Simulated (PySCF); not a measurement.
NICS in isomers of C8H6S2.

Probes without a nucleus sit at each ring's centroid and 1 Å off its mean plane on both sides; NICS is minus the shielding there, NICSzz its component along the normal. Level: GIAO PBE0/pcSseg-1 (PySCF, non-relativistic, gas phase) on the GFN2-xTB geometries, one conformer each. Atom numbers follow the mapped SMILES.

**Question.** Order these rings by mean NICS(1)zz, lowest (most negative) first (ppm).
A. ring C5–C6–C7–S8–C9 in `[cH:1]1[cH:2][s:3][c:4](-[c:5]2[cH:6][cH:7][s:8][cH:9]2)[cH:10]1`
B. ring C2–C3–C4–C5–C9–C10 in `[SH:1][c:2]1[cH:3][cH:4][c:5]2[cH:6][cH:7][s:8][c:9]2[cH:10]1`
C. ring C5–C6–C7–C8–S9 in `[cH:1]1[cH:2][s:3][c:4](-[c:5]2[cH:6][cH:7][cH:8][s:9]2)[cH:10]1`

**Answer.** B (-26.6), A (-23.6), C (-21.4).

```csv
SMILES,ring,NICS(0),NICS(1),NICS(1)zz,HOMA,rms pucker (Å),ring atoms with four or more neighbours
Sc1ccc2ccsc2c1,6-membered carbocycle; formal bonds all aromatic,-9.1,-11.0,-26.6,0.96,0.00,0
c1csc(-c2ccsc2)c1,5-membered ring with S; formal bonds all aromatic,-11.6,-10.4,-23.6,0.78,0.00,0
c1csc(-c2cccs2)c1,5-membered ring with S; formal bonds all aromatic,-10.8,-9.7,-21.4,0.81,0.00,0
```

NICS(0) gives another order. The isotropic NICS(1) gives the same order. HOMA uses Krygowski's 1993 parameters. NICS(1) and NICS(1)zz are means over the two faces.
